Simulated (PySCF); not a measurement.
B3LYP has the VWN-RPA correlation part, as in Gaussian. Excitations are Tamm–Dancoff values on a coarser integration grid. The basis has no diffuse functions, so Rydberg states are missing or too high.

Cartesian coordinates (Å):
```xyz
13

C     -1.1830     1.1694    -0.6189
C     -0.3149     0.3385    -0.0462
Si     1.4547     0.8723     0.2898
C     -0.7659    -1.0522     0.3713
C      0.0200    -2.1141    -0.2544
N      0.6501    -2.9372    -0.7512
H     -2.2094     0.8784    -0.8239
H     -0.9048     2.1756    -0.9070
H      1.7601     0.6631     1.7261
H      1.5764     2.3068    -0.0505
H      2.4080     0.0749    -0.5114
H     -0.6731    -1.1687     1.4559
H     -1.8182    -1.2068     0.1203
```
Charge 0, multiplicity 1.

Question: Give the brightest of the four lowest singlets (TDA), S1–T1 gap (TDA) and HOMO at the level PySCF with B3LYP-D3(BJ)/def2-TZVP.

Answer: 
The brightest of the four lowest singlets (TDA) is 7.37 eV. The S1–T1 gap (TDA) comes out as 2.32 eV. The HOMO is -8.11 eV.
